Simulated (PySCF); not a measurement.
An unknown shows these calculated signals:

1H NMR (300 MHz, computed): δ 7.39 (m, 2H), 7.31 (d, 1H), 7.22 (m, 2H), 5.70 (d, 1H), 3.62 (m, 1H), 2.25 (m, 2H).

13C{1H} NMR (computed): δ 169.3 (CH), 157.6 (CH), 153.3 (CH), 121.5 (C), 107.3 (CH), 83.6 (CH2), 65.4 (C), 54.4 (CH).

Equivalent nuclei averaged, no relativistic terms, isolated molecule, one computed conformer. GIAO PBE0/pcSseg-1 shieldings; coordinates at the GFN2-xTB level; PySCF 2.14.0 with density-fitted response routines.

References, each an isolated molecule treated in the same way: TMS for 1H (σref 31.72), 13C (σref 186.93).

Which of these does the molecule contain: a Si–CH3 group, a CH3CH2 unit, a heteroaromatic ring, a non-aromatic C=C double bond, a nitrile?

Answers


- A Si–CH3 group: no.
- A CH3CH2 unit: no.
- A heteroaromatic ring: no.
- A non-aromatic C=C double bond: yes.
- A nitrile: yes (δC 121.5).

The data belong to SMILES C(#N)/C=C\[C@]12C=C[C@H](C=C1)C2, C10H9N; they needn't prove each group on their own.

Carbon signals by region: 1 in the far downfield region (above 160 ppm), 4 in the sp2 and nitrile region (100–160 ppm), 3 at 50–100 ppm. Above 160 ppm: 169.3, alkene CH.

Shifts are as computed. Against solution values, carbons near 30 ppm lie about +3 ppm off and those near 130 ppm about +5 ppm. Of 1211 compounds with measured shifts, 218 miss one by over three times the rms of a fit or turn the order of signals round; such compounds aren't used in these exercises. No couplings were computed; multiplicities are counted from neighbouring protons, with m where these are inequivalent, close in shift, in a saturated or five-membered ring or joined by F or P, and br s for small geminal =CH2 splittings.
